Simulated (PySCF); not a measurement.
A calculated (M06-2X, PySCF 2.14, aug-cc-pwCVDZ, no relativity, point nucleus) atom or ion has these occupied shells.

```json
{"shell": "1s α", "electrons": "1", "orbital energy (eV)": "-405.99", "rms radius, mean of both spins (bohr)": "0.266"}
{"shell": "1s β", "electrons": "1", "orbital energy (eV)": "-404.17", "rms radius, mean of both spins (bohr)": "0.266"}
{"shell": "2s α", "electrons": "1", "orbital energy (eV)": "-25.894", "rms radius, mean of both spins (bohr)": "1.43"}
{"shell": "2p α", "electrons": "3", "orbital energy (eV)": "-12.504", "rms radius, mean of both spins (bohr)": "1.68"}
{"shell": "2p β", "electrons": "1", "orbital energy (eV)": "-7.561", "rms radius, mean of both spins (bohr)": "1.68"}
```

**Question.** Name the element and its charge.

**Answer.** N (nitrogen, neutral), in [He] 2s1 2p4, high-spin 4P determinant (an excited configuration).
